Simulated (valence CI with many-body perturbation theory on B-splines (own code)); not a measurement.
**Os⁴⁴⁺ in three bases**

Calculated by configuration interaction combined with many-body perturbation theory (CI+MBPT): four valence electrons over a frozen Dirac-Fock core [Ar] 3d10, a basis of 9 s, 9 p, 8 d, 6 f, 3 g, 1 h functions for each j, with the one-electron correlation potential Σ1 (screened to all orders), the two-electron term Σ2, the three-electron term Σ3, Breit, model QED; selected single and double excitations, second order for the rest, scaled by the run's own slope (own B-spline code, finite nucleus).

The last digits are not significant, and no measured levels were compared; by estimate large intervals hold to a few tenths of a per cent, small ones and those within an open d or f shell to about a per cent.

The reference run has the lowest level (4s^2 4p1/2^2) J=0 and an ionisation energy of 2338.11 eV. Its largest variational space holds 20000 state functions.

Levels are named by their leading jj configuration (3d3/2^4 stands for four electrons in 3d with j = 3/2), which in mixed levels can hold well under half, so a name can repeat and another be missing. Letters in brackets count levels of one name in rising energy.

Changed runs:
A. basis 6 s, 6 p, 5 d, 3 f, 1 g
B. basis 5 s, 5 p, 4 d, 2 f

Excitation energies of the reference run in cm⁻¹, and shifts in cm⁻¹:

| Level | Reference | A | B |
| --- | --- | --- | --- |
| (4s^2 4p1/2 4p3/2) J=1 | 856737 | -127 | -469 |
| (4s^2 4p1/2 4p3/2) J=2 | 892728 | -12 | +14 |
| (4s 4p1/2^2 4p3/2) J=2 | 1673520 | -136 | -453 |
| (4s^2 4p3/2^2) J=2 | 1776750 | -107 | -312 |
| (4s 4p1/2^2 4p3/2) J=1 | 1796580 | +8.5 | +160 |
| (4s^2 4p3/2^2) J=0 | 1854480 | +19 | +219 |
| (4s^2 4p1/2 4d3/2) J=2 | 2148860 | +21 | +272 |
| (4s^2 4p1/2 4d3/2) J=1 | 2302650 | +300 | +1510 |
| (4s^2 4p1/2 4d5/2) J=2 | 2385990 | -121 | -314 |
| (4s^2 4p1/2 4d5/2) J=3 | 2407370 | +93 | +606 |
| (4s 4p1/2 4p3/2^2) J=2 [a] | 2537430 | -52 | -8.0 |
| (4s 4p1/2 4p3/2^2) J=3 | 2591610 | -25 | +84 |
| Ionisation energy (eV) | 2338.11 | -0.041 | -0.15 |
